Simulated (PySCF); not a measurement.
Excitation energy of Sn by level of theory

Sn [Kr] 4d10 5s2 5p2 (3P) → Sn [Kr] 4d10 5s1 5p3 (5S), as a difference of total energies. Calculation: PySCF 2.14, in cc-pVQZ-PP with ECP28MDF (6s6p4d2f1g, 67 functions); scalar relativity through the core potential. Correlated levels: valence: 4s2 4p6 4d10 frozen. The calculations carry no spin-orbit coupling.

| method | excitation energy (eV) | error (eV) |
| --- | --- | --- |
| UHF | 2.963 | -1.644 |
| MP2 (valence) | 3.783 | -0.824 |
| SCS-MP2 (valence) | 4.149 | -0.458 |
| CCSD (valence) | 3.952 | -0.655 |
| CCSD(T) (valence) | 3.991 | -0.616 |

Reference: 4.607 eV (measured; NIST levels, between the centres of gravity of the two terms).

Errors of the correlated levels include the incompleteness of this basis and the frozen core.
